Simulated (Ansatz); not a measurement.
Geometry optimisation of `C[BH][InH2]`.

```yaml
crystal:
  periodic: [false, false, false]
  atoms:
    - {symbol: C, position_ang: [-0.464690, 0.676760, -1.197540]}
    - {symbol: B, position_ang: [-0.419280, 0.675140, 0.356710]}
    - {symbol: In, position_ang: [0.671650, -1.115280, 1.314320]}
    - {symbol: H, position_ang: [-1.294540, 1.223630, -1.644250]}
    - {symbol: H, position_ang: [0.448700, 1.185580, -1.527310]}
    - {symbol: H, position_ang: [-0.422530, -0.321930, -1.641800]}
    - {symbol: H, position_ang: [-0.864720, 1.562450, 0.981010]}
    - {symbol: H, position_ang: [1.106740, -2.551240, 0.382500]}
    - {symbol: H, position_ang: [1.238670, -1.335120, 2.976350]}
basis:
  gaussian: {orbitals: def2-TZVP}
hamiltonian: {xc: pbe0, dispersion: d4}
relax: {f_tol: 0.005, max_steps: 150}
```

```sh
$ ansatz run in.yaml --threads 2 --pin off --events-out ev --progress --plain --max-ram 4352MiB
```

Output, abridged:

```
Functional definition: PBE0
mean field -6981.46125794 eV, -256.5639690248 hartree, gradient 2.2e-5 eV, S^2 0.000000; 0 other end points of the search recorded, 0 dependent functions left out
relax step   1: F+E_penalty+E_count = -6981.57902966 eV  Δ(F+E_penalty+E_count) = +0.000e0 eV  max|allowed force component| = 6.459e-1 eV/Å  Δτ_max = 0.0000 Å  (27 SCF iters, accepted)
mean field -6981.47614551 eV, -256.5645161330 hartree, gradient 1.4e-5 eV, S^2 0.000000; 0 other end points of the search recorded, 0 dependent functions left out
relax step   2: F+E_penalty+E_count = -6981.59312768 eV  Δ(F+E_penalty+E_count) = -1.410e-2 eV  max|allowed force component| = 3.293e-1 eV/Å  Δτ_max = 0.1537 Å  (29 SCF iters, accepted)
mean field -6981.51046175 eV, -256.5657772314 hartree, gradient 1.6e-5 eV, S^2 0.000000; 0 other end points of the search recorded, 0 dependent functions left out
relax step   3: F+E_penalty+E_count = -6981.62784975 eV  Δ(F+E_penalty+E_count) = -3.472e-2 eV  max|allowed force component| = 1.469e-1 eV/Å  Δτ_max = 0.0788 Å  (29 SCF iters, accepted)
mean field -6981.51414410 eV, -256.5659125556 hartree, gradient 1.6e-5 eV, S^2 0.000000; 0 other end points of the search recorded, 0 dependent functions left out
relax step   4: F+E_penalty+E_count = -6981.63147225 eV  Δ(F+E_penalty+E_count) = -3.622e-3 eV  max|allowed force component| = 7.563e-2 eV/Å  Δτ_max = 0.0329 Å  (29 SCF iters, accepted)
mean field -6981.52288874 eV, -256.5662339150 hartree, gradient 1.2e-5 eV, S^2 0.000000; 0 other end points of the search recorded, 0 dependent functions left out
relax step   5: F+E_penalty+E_count = -6981.64001196 eV  Δ(F+E_penalty+E_count) = -8.540e-3 eV  max|allowed force component| = 2.642e-1 eV/Å  Δτ_max = 0.1997 Å  (29 SCF iters, accepted)
mean field -6981.53177604 eV, -256.5665605172 hartree, gradient 2.0e-5 eV, S^2 0.000000; 0 other end points of the search recorded, 0 dependent functions left out
relax step   6: F+E_penalty+E_count = -6981.64848459 eV  Δ(F+E_penalty+E_count) = -8.473e-3 eV  max|allowed force component| = 3.344e-1 eV/Å  Δτ_max = 0.1066 Å  (29 SCF iters, accepted)
mean field -6981.54578670 eV, -256.5670753996 hartree, gradient 9.1e-6 eV, S^2 0.000000; 0 other end points of the search recorded, 0 dependent functions left out
relax step   7: F+E_penalty+E_count = -6981.66187517 eV  Δ(F+E_penalty+E_count) = -1.339e-2 eV  max|allowed force component| = 5.524e-1 eV/Å  Δτ_max = 0.1912 Å  (29 SCF iters, accepted)
mean field -6981.56753438 eV, -256.5678746120 hartree, gradient 2.7e-5 eV, S^2 0.000000; 0 other end points of the search recorded, 0 dependent functions left out
relax step   8: F+E_penalty+E_count = -6981.68343493 eV  Δ(F+E_penalty+E_count) = -2.156e-2 eV  max|allowed force component| = 5.031e-1 eV/Å  Δτ_max = 0.1417 Å  (28 SCF iters, accepted)
mean field -6981.60710263 eV, -256.5693287184 hartree, gradient 1.0e-5 eV, S^2 0.000000; 0 other end points of the search recorded, 0 dependent functions left out
relax step   9: F+E_penalty+E_count = -6981.72316416 eV  Δ(F+E_penalty+E_count) = -3.973e-2 eV  max|allowed force component| = 2.790e-1 eV/Å  Δτ_max = 0.1908 Å  (29 SCF iters, accepted)
mean field -6981.61898194 eV, -256.5697652751 hartree, gradient 8.8e-6 eV, S^2 0.000000; 0 other end points of the search recorded, 0 dependent functions left out
relax step  10: F+E_penalty+E_count = -6981.73498179 eV  Δ(F+E_penalty+E_count) = -1.182e-2 eV  max|allowed force component| = 4.363e-1 eV/Å  Δτ_max = 0.1972 Å  (30 SCF iters, accepted)
mean field -6981.65728039 eV, -256.5711727172 hartree, gradient 9.1e-6 eV, S^2 0.000000; 0 other end points of the search recorded, 0 dependent functions left out
relax step  11: F+E_penalty+E_count = -6981.77356830 eV  Δ(F+E_penalty+E_count) = -3.859e-2 eV  max|allowed force component| = 7.347e-2 eV/Å  Δτ_max = 0.1998 Å  (29 SCF iters, accepted)
mean field -6981.65602611 eV, -256.5711266232 hartree, gradient 9.6e-6 eV, S^2 0.000000; 0 other end points of the search recorded, 0 dependent functions left out
relax step  12: F+E_penalty+E_count = -6981.77247808 eV  Δ(F+E_penalty+E_count) = +1.090e-3 eV  max|allowed force component| = 3.474e-1 eV/Å  Δτ_max = 0.2000 Å  (29 SCF iters, rejected (line search))
mean field -6981.66476650 eV, -256.5714478264 hartree, gradient 1.8e-5 eV, S^2 0.000000; 0 other end points of the search recorded, 0 dependent functions left out
relax step  13: F+E_penalty+E_count = -6981.78115857 eV  Δ(F+E_penalty+E_count) = -7.590e-3 eV  max|allowed force component| = 3.537e-2 eV/Å  Δτ_max = 0.0976 Å  (29 SCF iters, accepted)
mean field -6981.66863006 eV, -256.5715898096 hartree, gradient 1.8e-5 eV, S^2 0.000000; 0 other end points of the search recorded, 0 dependent functions left out
relax step  14: F+E_penalty+E_count = -6981.78499884 eV  Δ(F+E_penalty+E_count) = -3.840e-3 eV  max|allowed force component| = 6.596e-2 eV/Å  Δτ_max = 0.0987 Å  (29 SCF iters, accepted)
mean field -6981.65559463 eV, -256.5711107666 hartree, gradient 8.2e-6 eV, S^2 0.000000; 0 other end points of the search recorded, 0 dependent functions left out
relax step  15: F+E_penalty+E_count = -6981.77178181 eV  Δ(F+E_penalty+E_count) = +1.322e-2 eV  max|allowed force component| = 3.151e-1 eV/Å  Δτ_max = 0.1500 Å  (28 SCF iters, rejected (line search))
mean field -6981.67090896 eV, -256.5716735576 hartree, gradient 1.7e-5 eV, S^2 0.000000; 0 other end points of the search recorded, 0 dependent functions left out
relax step  16: F+E_penalty+E_count = -6981.78719347 eV  Δ(F+E_penalty+E_count) = -2.195e-3 eV  max|allowed force component| = 2.190e-2 eV/Å  Δτ_max = 0.0560 Å  (28 SCF iters, accepted)
mean field -6981.66985792 eV, -256.5716349328 hartree, gradient 1.7e-5 eV, S^2 0.000000; 0 other end points of the search recorded, 0 dependent functions left out
relax step  17: F+E_penalty+E_count = -6981.78607518 eV  Δ(F+E_penalty+E_count) = +1.118e-3 eV  max|allowed force component| = 1.616e-1 eV/Å  Δτ_max = 0.0533 Å  (28 SCF iters, rejected (line search))
mean field -6981.67141488 eV, -256.5716921501 hartree, gradient 1.6e-5 eV, S^2 0.000000; 0 other end points of the search recorded, 0 dependent functions left out
relax step  18: F+E_penalty+E_count = -6981.78765327 eV  Δ(F+E_penalty+E_count) = -4.598e-4 eV  max|allowed force component| = 6.166e-3 eV/Å  Δτ_max = 0.0266 Å  (29 SCF iters, accepted)
mean field -6981.67113090 eV, -256.5716817140 hartree, gradient 1.6e-5 eV, S^2 0.000000; 0 other end points of the search recorded, 0 dependent functions left out
relax step  19: F+E_penalty+E_count = -6981.78731613 eV  Δ(F+E_penalty+E_count) = +3.371e-4 eV  max|allowed force component| = 6.236e-2 eV/Å  Δτ_max = 0.0375 Å  (29 SCF iters, rejected (line search))
mean field -6981.67159586 eV, -256.5716988011 hartree, gradient 1.6e-5 eV, S^2 0.000000; 0 other end points of the search recorded, 0 dependent functions left out
relax step  20: F+E_penalty+E_count = -6981.78780427 eV  Δ(F+E_penalty+E_count) = -1.510e-4 eV  max|allowed force component| = 7.212e-3 eV/Å  Δτ_max = 0.0184 Å  (30 SCF iters, accepted)
mean field -6981.67169710 eV, -256.5717025213 hartree, gradient 1.6e-5 eV, S^2 0.000000; 0 other end points of the search recorded, 0 dependent functions left out
relax step  21: F+E_penalty+E_count = -6981.78784224 eV  Δ(F+E_penalty+E_count) = -3.797e-5 eV  max|allowed force component| = 1.140e-2 eV/Å  Δτ_max = 0.0183 Å  (30 SCF iters, accepted)
mean field -6981.67167964 eV, -256.5717018796 hartree, gradient 1.6e-5 eV, S^2 0.000000; 0 other end points of the search recorded, 0 dependent functions left out
relax step  22: F+E_penalty+E_count = -6981.78783410 eV  Δ(F+E_penalty+E_count) = +8.142e-6 eV  max|allowed force component| = 1.086e-2 eV/Å  Δτ_max = 0.0119 Å  (30 SCF iters, rejected (line search))
mean field -6981.67170948 eV, -256.5717029762 hartree, gradient 1.6e-5 eV, S^2 0.000000; 0 other end points of the search recorded, 0 dependent functions left out
relax step  23: F+E_penalty+E_count = -6981.78787136 eV  Δ(F+E_penalty+E_count) = -2.913e-5 eV  max|allowed force component| = 1.168e-2 eV/Å  Δτ_max = 0.0059 Å  (31 SCF iters, accepted)
mean field -6981.67169820 eV, -256.5717025619 hartree, gradient 1.6e-5 eV, S^2 0.000000; 0 other end points of the search recorded, 0 dependent functions left out
relax step  24: F+E_penalty+E_count = -6981.78787394 eV  Δ(F+E_penalty+E_count) = -2.580e-6 eV  max|allowed force component| = 9.050e-3 eV/Å  Δτ_max = 0.0009 Å  (30 SCF iters, accepted)
mean field -6981.67172195 eV, -256.5717034346 hartree, gradient 1.6e-5 eV, S^2 0.000000; 0 other end points of the search recorded, 0 dependent functions left out
relax step  25: F+E_penalty+E_count = -6981.78788509 eV  Δ(F+E_penalty+E_count) = -1.115e-5 eV  max|allowed force component| = 2.336e-3 eV/Å  Δτ_max = 0.0017 Å  (30 SCF iters, accepted)
mean field -6981.67172195 eV, -256.5717034346 hartree, gradient 1.6e-5 eV, S^2 0.000000; 1 other end points of the search recorded, 0 dependent functions left out
Total energy: -6981.78792995 eV, -256.5759740000 hartree
Atom 0 at    -0.306866     0.819134    -1.224743 Å, force     0.000146     0.000695     0.000352 eV/Å
Atom 1 at    -0.533253     0.342439     0.237589 Å, force    -0.000549     0.002071    -0.000523 eV/Å
Atom 2 at     0.634488    -1.257270     1.300512 Å, force     0.002336    -0.001328    -0.001801 eV/Å
Atom 3 at    -1.225469     1.137122    -1.727083 Å, force    -0.000133     0.000159    -0.000308 eV/Å
Atom 4 at     0.284020     1.744325    -1.101220 Å, force    -0.000735     0.000360    -0.000149 eV/Å
Atom 5 at     0.267042     0.166920    -1.883730 Å, force     0.000355    -0.001515     0.000177 eV/Å
Atom 6 at    -1.370294     0.928560     0.873072 Å, force    -0.000836     0.000364     0.000411 eV/Å
Atom 7 at     0.127233    -2.916032     1.380131 Å, force     0.000244     0.000100     0.000916 eV/Å
Atom 8 at     2.123099    -0.965208     2.145461 Å, force    -0.000827    -0.000907     0.000926 eV/Å
Dipole moment:    -0.100027     0.238220    -0.240050 e Å
```

Hardware: 2 threads of an Arm Neoverse V2 on a shared host. Wall time 64 s, peak host memory 0.31 GiB.
